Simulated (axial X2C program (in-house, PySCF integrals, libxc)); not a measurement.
Curves of AuF⁺ by EOM-IP-CCSD

Calculated with an in-house all-electron X2C program for linear molecules (integrals from PySCF): two-component X2C with atomic mean-field Coulomb and Gaunt terms, Gaussian nuclei, basis Au dyall-cv3z, F dyall-av3z with contracted cores.

Energies in eV from the lowest point of the lowest state; states are followed by energy order within each Ω. Reference: AuF, 18 electrons correlated in 84 virtual spinors with an MP2 remainder; levels at this size can be off by some tenths of an eV. Masses 196.967 and 18.998 u.

```csv
R (Å),(1)Ω=1/2,(1)Ω=3/2,(2)Ω=1/2,(1)Ω=5/2
1.771,0.1571,0.4979,1.1762,1.8013
1.848,0.0000,0.2915,0.8958,1.5584
1.925,0.0118,0.2438,0.7549,1.5317
2.012,0.1368,0.2882,0.6847,1.6765
2.098,0.3054,0.3666,0.6634,1.9429
2.214,0.4945,0.4633,0.6900,2.4082
```

T1 of the reference reaches 0.025 (Lee–Taylor). Curves followed by order can swap character. Number of frozen shells: Au 5 s, 4 p, 2 d, 1 f; F 1 s. Roots with under 60 % one-particle weight at any point are counted in the labels but not shown, and the list ends where the roots sought for some Ω run out; states that need a further excitation are missing and may lie low or lowest. Curves with a minimum but no constants failed the fit check.
